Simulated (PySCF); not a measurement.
Computed IR spectrum (relative IR intensity) of a molecule CH7FOSi2. Geometry optimised at PBE-D3(BJ)/def2-SVP. The values are those of a single conformer. Calculation: PBE-D3(BJ)/def2-SVP run with PySCF. Frequencies are harmonic and unscaled.

Lines under 2 % of the strongest are left out, and lines within 2 cm⁻¹ are merged.

ν (cm⁻¹): 345 (w), 674 (w), 702 (vw), 724 (m), 741 (w), 831 (w), 854 (w), 886 (vs), 926 (m), 946 (m), 960 (m), 1047 (vs), 1219 (w), 2149 (m), 2183 (m), 2196 (m), 2220 (m) (against the strongest line: vs over 80 %, s over 45 %, m over 15 %, w over 4 %, vw less)…

Identify the compound among the candidates.
A. CO[Si@@H](F)[SiH3]
B. FC[SiH2]O[SiH3]
C. O[SiH2][SiH2]CF
D. C[SiH2]O[SiH2]F

D, C[SiH2]O[SiH2]F
